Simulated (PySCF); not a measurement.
## Computed structure and properties of Lu(OH)3

System: Lu(OH)3 (singlet in the valence; each metal's 4f electrons, 14 of them, lie in its core potential, out of spins and levels); start: template (C3v). Method: PySCF 2.14.0, RKS PBE0, Lu lcecp-1-SVP with ECP60, O def2-SVP, H def2-SVP; non-relativistic Hamiltonian with scalar-relativistic core potentials where named; density fitting; no spin-orbit coupling.

Input of the relaxation:

```python
mol = gto.M(atom='''
Lu    -0.00000    -0.00000    -0.00468
O      2.09879     0.00001    -0.00468
H      2.99878     0.00001     0.34532
O     -1.04940     1.81760    -0.00468
H     -1.49940     2.59701     0.34532
O     -1.04939    -1.81761    -0.00468
H     -1.49938    -2.59702     0.34532''',
    basis={'Lu': 'lcecp-1-SVP', 'O': 'def2-SVP', 'H': 'def2-SVP'},
    ecp={'Lu': 'lcecp-1-SVP'},
    charge=0, spin=0)
mf = dft.RKS(mol, xc='PBE0')
mf.grids.atom_grid = (50, 194)  # f atoms: unpruned, at least (60, 302)
mf = mf.density_fit()  # fitting sets: Lu AutoAux, O def2-universal-JKFIT, H def2-universal-JKFIT
mf.conv_tol = 1e-08; mf.max_cycle = 55
mf.kernel(dm0)  # dm0: converged density of the start geometry
# quasi-Newton relaxation in Cartesian coordinates to a largest gradient under 0.00045 Eh/bohr, steps kept in the point group
```

Run from Python with OMP_NUM_THREADS=2; the lines above give its settings. Where DIIS fails, smearing, a level shift and second-order steps follow.
It took 42 s on 2 threads of Arm Neoverse V2, with other jobs on the host, from the converged density of the start.

Course of the relaxation:

```json
{"step": "0", "energy above end (eV)": "0.4330", "largest force component within the symmetry (eV/Å)": "1.441"}
{"step": "1", "energy above end (eV)": "0.1503", "largest force component within the symmetry (eV/Å)": "0.747"}
{"step": "2", "energy above end (eV)": "0.0665", "largest force component within the symmetry (eV/Å)": "0.472"}
{"step": "3", "energy above end (eV)": "0.0423", "largest force component within the symmetry (eV/Å)": "0.387"}
{"step": "4", "energy above end (eV)": "0.0318", "largest force component within the symmetry (eV/Å)": "0.127"}
{"step": "5", "energy above end (eV)": "0.0239", "largest force component within the symmetry (eV/Å)": "0.471"}
{"step": "6", "energy above end (eV)": "0.0172", "largest force component within the symmetry (eV/Å)": "0.479"}
{"step": "7", "energy above end (eV)": "0.0060", "largest force component within the symmetry (eV/Å)": "0.118"}
{"step": "8", "energy above end (eV)": "0.0033", "largest force component within the symmetry (eV/Å)": "0.198"}
{"step": "9", "energy above end (eV)": "0.0010", "largest force component within the symmetry (eV/Å)": "0.105"}
{"step": "10", "energy above end (eV)": "0.0004", "largest force component within the symmetry (eV/Å)": "0.084"}
{"step": "11", "energy above end (eV)": "0.0001", "largest force component within the symmetry (eV/Å)": "0.016"}
{"step": "12", "energy above end (eV)": "0.0000", "largest force component within the symmetry (eV/Å)": "0.002"}
```

Relaxed geometry (D3h):

```xyz
7

Lu    0.0000    0.0000    0.1375
O     1.9972    0.0000    0.1435
H     2.9512    0.0000    0.1497
O    -0.9986    1.7296    0.1435
H    -1.4756    2.5559    0.1497
O    -0.9986   -1.7296    0.1435
H    -1.4756   -2.5559    0.1497
```

```csv
contact,Å
Lu1–O2 (OH),1.997
Lu1–O4 (OH),1.997
Lu1–O6 (OH),1.997
```

On the finer grid (75, 302):

```yaml
HOMO: -7.68 eV
LUMO: -1.32 eV
Dipole_about_the_centre_of_mass: 0.02 D
Set_of_Mulliken_populations_of_Lu1_outside_the_core_potential: s 2.19, p 6.41, d 1.31, f 0.08
D3_BJ_dispersion_energy_not_in_the_energies: -0.080 eV
```

```
atom  Mulliken (e)  Löwdin (e)  spin (e)
 Lu1          1.01        0.57      0.00
  O2         -0.51       -0.27      0.00
  H3          0.17        0.08      0.00
  O4         -0.51       -0.27      0.00
  H5          0.17        0.08      0.00
  O6         -0.51       -0.27      0.00
  H7          0.17        0.08      0.00
```

The 4f levels lie in the core potential and are missing.

On the grid (50, 194), as all that follows. Harmonic modes: a minimum within the noise of the softest modes; lowest 55 cm⁻¹ (negative: unstable), highest 4046 cm⁻¹, zero-point energy 1.042 eV.

Taking off one OH (charge -1, singlet; the rest: singlet) in vacuum, both parts rigid, costs 11.61 eV; the small basis without counterpoise inflates it. Most of it is the attraction of opposite charges; other ways to part are cheaper, and one spin state was tried for the rest.

Rigid scan of OH along the line from its metal:

```json
{"distance to O2 (Å)": "1.70", "energy (eV)": "1.611"}
{"distance to O2 (Å)": "1.80", "energy (eV)": "0.607"}
{"distance to O2 (Å)": "1.90", "energy (eV)": "0.129"}
{"distance to O2 (Å)": "2.00", "energy (eV)": "0.000"}
{"distance to O2 (Å)": "2.10", "energy (eV)": "0.097"}
{"distance to O2 (Å)": "2.20", "energy (eV)": "0.336"}
{"distance to O2 (Å)": "2.40", "energy (eV)": "1.036"}
{"distance to O2 (Å)": "2.70", "energy (eV)": "2.234"}
{"distance to O2 (Å)": "3.10", "energy (eV)": "3.682"}
{"distance to O2 (Å)": "3.60", "energy (eV)": "5.073"}
```

One start shape was tried, so this needn't be the lowest isomer.

An lcecp potential fixes the number of 4f electrons, so in runs with it no electron can move into or out of that shell.
